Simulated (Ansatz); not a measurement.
A series at Ti: from `[NH2][Ti]([Cl])([Cl])[Cl]`, ligands are replaced one by one, each step taking up NH₃ and setting free HCl; n counts the steps. Ansatz, PBE0-D4/def2-TZVP geometries. Each molecule was computed in one conformer, which needn't be the lowest.

| n | molecule | HOMO energy, ωB97M-V/def2-TZVPP (eV) |
| --- | --- | --- |
| 0 | `[NH2][Ti]([Cl])([Cl])[Cl]` | -10.75 |
| 1 | `[NH2][Ti]([NH2])([Cl])[Cl]` | ? |
| 2 | `[NH2][Ti]([NH2])([NH2])[Cl]` | -9.93 |
| 3 | `[NH2][Ti]([NH2])([NH2])[NH2]` | -9.21 |

By hand: fit a straight line y = ȳ + b (n − n̄) to the 3 given rows and predict n = 1.

n̄ = 1.667, ȳ = -9.963; Σ(n − n̄)(y − ȳ) = 2.327, Σ(n − n̄)² = 4.667, so b = 0.499 eV a step. Prediction: -9.963 + (0.499) × (-0.667) = -10.30 eV.

By hand: compare with the computed value, -10.19 eV, and give the steps along the whole series.

The line misses by 0.11 eV (computed minus predicted). Steps: 0.56, 0.26, 0.72 eV.

The steps differ by up to 0.46 eV without a steady trend. The highest orbital can change its character along such a series. The miss is 7.1 % of the series' range.
